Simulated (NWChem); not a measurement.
Species: pentafluorosilicate (SiF5 anion); SMILES F[Si-](F)(F)(F)F

```xyz
6

F     -1.6278    -0.2296    -0.3921
Si     0.0000     0.0000    -0.0270
F     -0.2296     1.6278    -0.3921
F      0.2296    -1.6278    -0.3921
F      0.0000     0.0000     1.6193
F      1.6278     0.2296    -0.3921
```
Atoms are numbered in this order, from 1.

Results from NWChem. Pople sets run with spherical d functions. Sets without diffuse functions describe the anion's extra electron poorly. Coordinates come from a B3LYP/def2-SVPD optimisation. No frequency run checked for a minimum. Atomic charges in e: unrestrained fits to the electrostatic potential beside Mulliken populations; buried atoms are poorly determined by the fit.

Task: What does the run give for Hartree-Fock/6-31G*? Quantities: ESP F1; Mulliken F1; ESP Si2; Mulliken Si2; ESP F3; Mulliken F3; ESP F4; Mulliken F4; ESP F5; Mulliken F5; relative RMS misfit of the potential (%).

Result: The ESP F1 is -0.54, the Mulliken F1 is -0.60 and the ESP Si2 is 1.67. The Mulliken Si2 is 1.97 and the ESP F3 is -0.54. The Mulliken F3 is -0.60. The ESP F4 is -0.54 and the Mulliken F4 comes out as -0.60. The ESP F5 is -0.52, the Mulliken F5 comes out as -0.58 and the relative RMS misfit of the potential (%) comes out as 2.
